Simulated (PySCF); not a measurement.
# Energy of Re+ (rhenium, charge +1) between two integer charges

The 6s alpha orbital of [Xe] 4f14 5d5 6s1 is emptied in steps (occupation f), with all orbitals relaxed, ending at [Xe] 4f14 5d5. All numbers are calculated (PySCF 2.14, scalar relativity through the core potential, in def2-TZVP with the def2 core potential (60 electrons) (6s4p3d1f, 40 functions)). The exact energy is a straight line in f; departures are measured from the line between the end points of the same method.

Task: Among PBE0, r2SCAN, LC-wPBE, which shows the largest delocalisation error (convex curve), and which is closest to linear?

Result: Most convex: r2SCAN (-0.825 eV at f = 0.5); closest to linear: LC-wPBE (-0.028 eV).

```tsv
f	PBE0 (eV)	r2SCAN (eV)	LC-wPBE (eV)
1	0.000	0.000	0.000
0.75	-0.488	-0.619	-0.021
0.5	-0.653	-0.825	-0.028
0.25	-0.491	-0.619	-0.021
0	0.000	0.000	0.000
```

```json
{"method": "PBE0", "E(f=0) − E(f=1) (eV)": "16.776", "−ε at f=1 (eV)": "14.182", "−ε at f=0.5 (eV)": "16.768"}
{"method": "r2SCAN", "E(f=0) − E(f=1) (eV)": "17.096", "−ε at f=1 (eV)": "13.786", "−ε at f=0.5 (eV)": "17.095"}
{"method": "LC-wPBE", "E(f=0) − E(f=1) (eV)": "16.459", "−ε at f=1 (eV)": "16.345", "−ε at f=0.5 (eV)": "16.457"}
```

Reference removal energy between the ground levels: 16.6 ± 0.5 eV (semi-empirical (NIST evaluation); NIST Atomic Spectra Database, ionization energies).
